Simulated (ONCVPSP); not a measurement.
**Configuration tests for Mo (ONCV)**

molybdenum (Mo), optimised norm-conserving Vanderbilt (ONCV), made with ONCVPSP 4.0.1 (PW91, scalar-relativistic). Core [Ar] 3d10, reference 4s2 4p6 4d5 5s1. Waves: 4s+5s: rc 1.80 bohr, ncon 4, nbas 9, qcut 5.5 1/bohr, 2 projectors; 4p: rc 1.40 bohr, ncon 3, nbas 8, qcut 6.2 1/bohr, 1 projector; 4d: rc 1.75 bohr, ncon 3, nbas 7, qcut 5.6 1/bohr, 2 projectors, debl 1.9 Ha. Local part: polynomial inside 1.05 bohr (lpopt 2, dvloc0 2 Ha). Core correction: polynomial model core, fcfact 0.2.

Energies are relative to the spin-unpolarised reference configuration 4s2 4p6 4d5 5s1; without spin polarisation the order of configurations can differ from experiment.

```
valence configuration  charge  ΔE all-electron (eV)  error AE − PS (meV)
      4s2 4p6 4d5 5s0      +1                 6.944                 -2.7
      4s2 4p6 4d6 5s0       0                 0.764                 -2.4
```

(1) What are ΔE and the potential's error for 4s2 4p6 4d4 5s0?

(2) What are ΔE and the potential's error for 4s2 4p6 4d3 5s0?

Levels in the configuration 4s2 4p6 4d3 5s0:

```json
{"level": "4s", "all-electron (eV)": "-96.390", "pseudo (eV)": "-96.348"}
{"level": "4p", "all-electron (eV)": "-70.101", "pseudo (eV)": "-70.058"}
{"level": "4d", "all-electron (eV)": "-32.974", "pseudo (eV)": "-32.948"}
```

Results:

(1) ΔE = 22.466 eV all-electron; the error (AE − PS) is -4.4 meV.

(2) ΔE = 49.275 eV all-electron; the error (AE − PS) is +5.5 meV.
